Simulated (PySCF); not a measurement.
**Cs₂ at PBE0**

Level: PBE0. PySCF, spin-free X2C with a Gaussian nucleus, basis sets Cs x2c-TZVPall.

For Cs₂, the state is ¹Σg⁺ (singlet), closed shell and the bond length is 8.982 bohr. The harmonic wavenumber is 41.9 cm⁻¹, the force constant is 0.0686 mdyn/Å and the rotational constant Be is 0.01123 cm⁻¹. The anharmonicity ωexe is 0.0589 cm⁻¹. The vibration–rotation constant αe is 1.82e-05 cm⁻¹. The well depth De to Cs + Cs is 0.42 eV. The dissociation energy D0 is 0.42 eV. The HOMO–LUMO gap is 1.44 eV and the bond order (Mayer) is 1.01.

Closed-shell solutions of metal pairs were not tested for spin polarisation, which can lower them a little. Spin–orbit coupling is left out.
